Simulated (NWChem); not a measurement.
Species: TiH4S2; SMILES [SH][TiH2][SH]

```xyz
7

Ti     0.3832    -0.1376    -0.1108
H      1.7292    -0.1018    -1.1279
H      0.9034    -0.0011     1.4903
S     -0.9993     1.5706    -0.5463
H     -0.7446     1.7954     0.7781
S     -0.5420    -2.1736    -0.2848
H      0.7537    -2.5854    -0.1914
```
Atoms are numbered in this order, from 1.

Computed with NWChem. Pople sets run with spherical d functions. Geometry: optimised at PBE0/def2-SVP. GIAO values for the isolated, static molecule; σ is the absolute isotropic shielding, δ = σ(reference) − σ with the isolated reference molecule computed at the same levels (1H: tetramethylsilane).

```json
[
 {"level": "B3LYP/6-31G*", "σ Ti1 (ppm)": "-1871.6", "δ H2 (ppm)": "8.79", "δ H3 (ppm)": "9.16", "σ S4 (ppm)": "-97.9", "δ H5 (ppm)": "4.60", "σ S6 (ppm)": "-90.0", "δ H7 (ppm)": "6.16"},
 {"level": "LDA (Slater exchange, VWN5)/pcSseg-1", "σ Ti1 (ppm)": "-2389.9", "δ H2 (ppm)": "8.16", "δ H3 (ppm)": "8.35", "σ S4 (ppm)": "-175.1", "δ H5 (ppm)": "6.08", "σ S6 (ppm)": "-157.3", "δ H7 (ppm)": "8.22"},
 {"level": "PBE0/pcSseg-1", "σ Ti1 (ppm)": "___", "δ H2 (ppm)": "___", "δ H3 (ppm)": "___", "σ S4 (ppm)": "___", "δ H5 (ppm)": "___", "σ S6 (ppm)": "___", "δ H7 (ppm)": "___"}
]
```

Task: Complete the blanks.

Result: 
- PBE0/pcSseg-1, σ Ti1 (ppm): -2201.5
- PBE0/pcSseg-1, δ H2 (ppm): 7.59
- PBE0/pcSseg-1, δ H3 (ppm): 7.96
- PBE0/pcSseg-1, σ S4 (ppm): -106.9
- PBE0/pcSseg-1, δ H5 (ppm): 5.72
- PBE0/pcSseg-1, σ S6 (ppm): -97.8
- PBE0/pcSseg-1, δ H7 (ppm): 7.35
